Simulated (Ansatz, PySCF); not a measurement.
Molecule: GaCl (charge +1, doublet). 
Structure (B3LYP-D3(BJ)/def2-TZVP (Ansatz, a program for electronic structure) minimum search):
```
Ga
Cl 1 2.1224
```
Charge +1, spin multiplicity 2.

Total electronic energies in hartree. Correlated levels leave the core frozen unless marked. UHF or UKS for open shells. Spin-orbit coupling is left out. The frozen core is the preceding noble-gas configuration, with the filled d and f shells of earlier blocks. No relativistic terms. CBS(X,Y): correlation extrapolated as X^-3; Hartree-Fock from the larger set. [CCSD(T)-MP2]/basis is that difference in the basis named.

```json
[
 {"level": "SVWN5/def2-TZVPD", "program": "Ansatz", "energy (Eh)": "-2380.27147"},
 {"level": "B3LYP-D4/def2-TZVPD", "program": "Ansatz + dftd4", "energy (Eh)": "[?]"},
 {"level": "PBE0-D3(BJ)/def2-TZVP", "program": "Ansatz + dftd3", "energy (Eh)": "-2384.37183"},
 {"level": "BHLYP/def2-TZVPD", "program": "Ansatz", "energy (Eh)": "[?]"},
 {"level": "TPSSh-D3(BJ)/def2-TZVPD", "program": "PySCF + dftd3", "energy (Eh)": "-2384.77054"},
 {"level": "PW6B95-D4/def2-TZVPD", "program": "PySCF + dftd4", "energy (Eh)": "[?]"},
 {"level": "PBE-QIDH/def2-TZVPD", "program": "Ansatz", "energy (Eh)": "-2383.89233"},
 {"level": "RI-MP2/def2-TZVPP", "program": "Ansatz", "energy (Eh)": "-2382.72699"},
 {"level": "RI-MP2/def2-TZVPPD", "program": "Ansatz", "energy (Eh)": "-2382.72882"},
 {"level": "RI-MP2/CBS(def2-TZVPPD,def2-QZVPPD)", "program": "Ansatz", "energy (Eh)": "-2382.8153"},
 {"level": "CCSD(T)/def2-SVPD", "program": "Ansatz", "energy (Eh)": "-2382.30058"},
 {"level": "CCSD(T)/def2-TZVPPD", "program": "Ansatz", "energy (Eh)": "-2382.76013"},
 {"level": "CCSD(T)/def2-QZVPP", "program": "Ansatz", "energy (Eh)": "-2382.83180"},
 {"level": "RI-MP2/CBS(def2-TZVPPD,def2-QZVPPD)+[CCSD(T)-MP2]/def2-TZVPPD", "program": "Ansatz", "energy (Eh)": "-2382.8466"},
 {"level": "CCSD(T)/CBS(def2-TZVPPD,def2-QZVPPD)", "program": "Ansatz", "energy (Eh)": "-2382.8465"}
]
```

Question: Fill in the missing entries.

Answer: 
- B3LYP-D4/def2-TZVPD, energy (Eh): -2384.84183
- BHLYP/def2-TZVPD, energy (Eh): -2384.75464
- PW6B95-D4/def2-TZVPD, energy (Eh): -2386.08502
